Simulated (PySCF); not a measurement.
Simulated outer-valence photoelectron spectrum of `C=[CH][GeH3]`. Method used: EOM-IP-CCSD/aug-cc-pVDZ in PySCF, restricted Hartree–Fock reference, frozen core, non-relativistic, gas phase, PBE0-D3(BJ)/def2-SVP geometry.

Each root has a Gaussian of 0.8 eV full width with its one-hole share as area; cross sections and vibrations are left out, and the highest printed point is 100.

ionisation energy (eV), intensity and a bar:
```
      9.2          0 
      9.4          2 #
      9.6          9 ##
      9.8         23 #######
     10.0         42 #############
     10.2         57 #################
     10.4         59 ##################
     10.6         56 #################
     10.8         57 #################
     11.0         60 ##################
     11.2         54 ################
     11.4         44 #############
     11.6         47 ##############
     11.8         68 ####################
     12.0         93 ############################
     12.2        100 ##############################
     12.4         81 ########################
     12.6         49 ###############
     12.8         22 ######
     13.0          8 ##
     13.2          4 #
     13.4         10 ###
     13.6         24 #######
     13.8         43 #############
     14.0         54 ################
     14.2         48 ##############
     14.4         30 #########
     14.6         15 ####
     14.8         12 ###
     15.0         21 ######
     15.2         39 ############
     15.4         52 ################
     15.6         49 ###############
     15.8         33 ##########
     16.0         16 #####
     16.2          5 #
     16.4          1 
     16.6          1 
     16.8          3 #
     17.0         11 ###
     17.2         26 ########
     17.4         43 #############
     17.6         50 ###############
     17.8         42 #############
     18.0         25 #######
     18.2         10 ###
     18.4          3 #
     18.6          1
```

**Question.** Where are the maxima, and how many lines lie under the curve?

**Answer.** 6 maxima, at 10.3, 11.0, 12.2, 14.0, 15.5 and 17.6 eV, from 7 lines. At this width some lines have no maximum of their own.

**Question.** List the lines with their holes.

**Answer.** 
```
E (eV)  leading hole (HF orbital)  area  Koopmans (eV)
 10.25                       HOMO  0.96          10.27
 11.05                     HOMO-1  0.95          11.94
 12.02                     HOMO-2  0.95          12.65
 12.29                     HOMO-3  0.94          12.89
 14.03                     HOMO-4  0.94          15.33
 15.47                     HOMO-5  0.93          16.96
 17.60                     HOMO-6  0.88          19.33
```

The widest gap, 2.13 eV, lies between 15.47 and 17.60 eV. Only orbitals with −ε under 21 eV, eight at most, were ionised, so the high end of the curve may lack lines.
